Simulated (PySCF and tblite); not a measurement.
Results of a calculation; reference values are marked as such.
## Rearrangement: stationary points, barriers and rates

System: C6H7GeN, numbered as in [N:1]#[C:2][C:3]1=[CH:4][C@@H:5]([GeH3:6])[CH:7]=[CH:8]1.

Motion: shift of H on C5 from C5 to C7. Geometries: B3LYP-D3(BJ)/def2-SVP; energies: PBE0/pcSseg-1 + D3(BJ); zero-point and thermal terms from GFN2-xTB harmonic modes (soft modes blended into free rotors). Rate constants are transition-state-theory values, counting equivalent paths, without tunnelling. Run with tblite and PySCF.

| point | symmetry | E(GFN2) kcal/mol | E(DFT) kcal/mol | ZPE change kcal/mol | lowest mode cm⁻¹ | dipole D |
| --- | --- | --- | --- | --- | --- | --- |
| start | C1 | 0.0 | 0.0 | 0.00 | 58 | 5.28 |
| saddle | C1 | 27.7 | 28.1 | -2.39 | 1061i | 5.61 |
| end | Cs | 1.9 | 3.4 | 0.06 | 62 | 4.58 |

- Electronic barrier: 28.1 kcal/mol
- Barrier with zero-point energy: 25.8 kcal/mol
- ΔH‡ (298 K): 25.7 kcal/mol
- ΔS‡ (298 K, symmetry apart): 0.0 cal/(mol K)
- Paths: 1 equivalent path
- End point: a different minimum
- Mean lifetime of the start against this motion at 298 K: 13 days
- Cost: 7.4 min on 1 thread of Arm Neoverse V1, on a host shared with other jobs (rough), peak memory 0.96 GiB, launched as `OMP_NUM_THREADS=1 python ens_run.py task.json out`

| T/K | ΔG‡ kcal/mol | k s⁻¹ | ΔG kcal/mol | k back s⁻¹ |
| --- | --- | --- | --- | --- |
| 298 | 25.7 | 9×10⁻⁷ | 3.2 | 0.00039 |
| 350 | 25.7 | 0.00064 | 3.1 | 0.12 |
| 400 | 25.8 | 0.071 | 3.1 | 7 |
| 500 | 25.8 | 54 | 3.0 | 2220 |

ΔG and ΔG‡ leave out symmetry numbers and mirror images; rates count paths: 1 out, 2 back.

Tunnelling of the moving H, left out here, will speed the real process. Spin–orbit effects of heavy atoms on shieldings are missing.
